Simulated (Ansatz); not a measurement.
| atom | x (Å) | y (Å) | z (Å) |
| --- | --- | --- | --- |
| S | 0.0008 | -0.0067 | -0.9446 |
| S | -0.0017 | 0.0071 | 0.9588 |

Basis set: STO-3G (spherical functions). Correlated methods keep 10 orbitals frozen. Charge 0, multiplicity 3.

Computed with Ansatz (development build ahead of 0.2.0); each method stands on the lowest determinant of its kind that the runs found.

The atomization energy at this shape (free ground-state atoms in the same class of orbitals less the molecule, no zero-point energy) of triplet S₂:

```json
{"method": "UHF", "atomization energy": "39.76 kcal/mol"}
```

(1) What does UHF-MP2 give?

## Answers

(1) 64.50 kcal/mol.

This basis has no polarisation functions and is too small for such energies, which can lie far from measured ones in either direction.
